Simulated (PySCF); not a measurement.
Compound: CH₆GeN₂.
Atom-mapped SMILES: `[CH2:1]=[N:2][GeH2:3][NH2:4]` (hydrogens: H5, H6 on C1; H7, H8 on Ge3; H9, H10 on N4)

Structure used (PBE0-D3(BJ)/def2-SVP), in Å, numbered top down from 1:
```xyz
10
CH6GeN2 angstrom
C      1.9820   -0.1923   -0.3251
N      0.8534   -0.0422   -0.8697
Ge    -0.6982   -0.5214    0.0580
N     -1.8176    0.9002    0.2993
H      2.1474   -0.6116    0.6941
H      2.9062    0.1022   -0.8596
H     -0.3058   -1.0599    1.4548
H     -1.4310   -1.5515   -0.8118
H     -2.1402    1.3294   -0.5643
H     -1.4461    1.6306    0.9011
```

Level of theory: PBE0-D3(BJ)/def2-SVP geometry optimisation, gas phase in PySCF 2.14.0.

Take the most abundant isotopes and a rigid rotor. The values belong to one conformer with, in the numbering `[CH2:1]=[N:2][GeH2:3][NH2:4]`, C1–N2–Ge3–N4 120°, N2–Ge3–N4–H 60° and -66°.

(1) Give the principal moments of inertia and the rotational constants in MHz.

(2) What kind of rotor is it?

(3) What does the inertial defect say?

(4) Give the other two planar moments, Paa and Pbb, and the rms extents of the mass along the axes.

(5) Where do the levels up to J = 4 lie, in cm⁻¹?

(6) Predict some low-J microwave lines.

(7) Estimate the classical rotational partition function at 10 K, 50 K and 200 K.

## Answers

(1) Ia = 42.43, Ib = 166.91, Ic = 188.08 u·Å²; 505379 MHz·u·Å²/I gives A = 11910, B = 3028, C = 2687 MHz.

(2) A near-prolate asymmetric top; Ray's κ = -0.926.

(3) Not planar: Δ = Ic − Ia − Ib = -21.27 u·Å². For a rigid frame Δ = −2 Σ m c², so Σ m c² = 10.64 u·Å² lies off the ab plane: 6.14 from hydrogen and 4.50 from heavier atoms. The atom farthest from that plane is 1.38 Å away.

(4) Paa = Σ m a² = (Ib + Ic − Ia)/2 = 156.28 and Pbb = Σ m b² = (Ia + Ic − Ib)/2 = 31.80 u·Å². With the mass M = 119.97 u, the rms extents √(P/M) along a, b and c are 1.14, 0.51, 0.30 Å.

(5) Above 0(0,0):
J = 1: 1(0,1) 0.1906, 1(1,1) 0.4869, 1(1,0) 0.4983
J = 2: 2(0,2) 0.5716, 2(1,2) 0.8568, 2(1,1) 0.8909, 2(2,1) 1.7797, 2(2,0) 1.7800
J = 3: 3(0,3) 1.1422, 3(1,3) 1.4114, 3(1,2) 1.4796, 3(2,2) 2.3516, 3(2,1) 2.3532, 3(3,1) 3.8616, 3(3,0) 3.8616
J = 4: 4(0,4) 1.9015, 4(1,4) 2.1506, 4(1,3) 2.2642, 4(2,3) 3.1139, 4(2,2) 3.1187, 4(3,2) 4.6247, 4(3,1) 4.6248, 4(4,1) 6.7379, 4(4,0) 6.7379

(6) The dipole components are |μa| = 0.50 D, |μb| = 0.55 D, |μc| = 1.01 D. Intensities carry the squares of the components, which stand as 0.24 : 0.30 : 1.00 (a : b : c). Some lines, for components of 0.1 D or more:

```tsv
type	branch	J(Ka,Kc)	MHz	lower level (cm⁻¹)
a	Q	5(2,3) ← 5(2,4)	334	4.066
a	Q	5(1,4) ← 5(1,5)	5105	3.074
c	Q	4(1,4) ← 4(0,4)	7468	1.901
a	R	2(1,2) ← 1(1,1)	11089	0.487
b	Q	5(1,4) ← 5(0,5)	11872	2.848
a	R	4(2,2) ← 3(2,1)	22948	2.353
b	Q	5(2,3) ← 5(1,4)	24977	3.244
b	Q	4(2,2) ← 4(1,3)	25616	2.264
b	Q	3(2,1) ← 3(1,2)	26190	1.480
b	Q	2(2,1) ← 2(1,2)	27669	0.857
a	R	5(2,3) ← 4(2,2)	28743	3.119
b	R	4(1,4) ← 3(0,3)	30232	1.142
c	R	2(2,0) ← 1(1,0)	38427	0.498
b	R	2(2,0) ← 1(1,1)	38767	0.487
b	R	3(2,2) ← 2(1,1)	43791	0.891
c	Q	5(3,3) ← 5(2,3)	45014	4.077
b	Q	5(3,2) ← 5(2,3)	45019	4.077
c	Q	4(3,2) ← 4(2,2)	45151	3.119
b	Q	4(3,1) ← 4(2,2)	45152	3.119
c	R	3(3,1) ← 2(2,1)	62413	1.780
c	Q	4(4,1) ← 4(3,1)	63349	4.625
b	R	4(3,1) ← 3(2,2)	68148	2.352
c	R	5(3,2) ← 4(2,2)	73762	3.119
b	R	4(4,1) ← 3(3,0)	86229	3.862
```

(7) Point group C1, symmetry number σ = 1; q = (√π/σ)·√((kT/h)³/(ABC)), k/h = 20836.6 MHz/K: 542 at 10 K, 6050 at 50 K, 48400 at 200 K.

No frequency check. Zero-point vibration and centrifugal distortion are left out. A rigid rotor knows nothing of inversion at nitrogen, which can split or shift real lines. Quadrupole hyperfine structure (14N) is left out.

On Arm Neoverse V2, one thread, no GPU, on a shared host, this took 23 s of wall time and 0.43 GiB of memory at its peak. That covers the optimisation of the geometry.
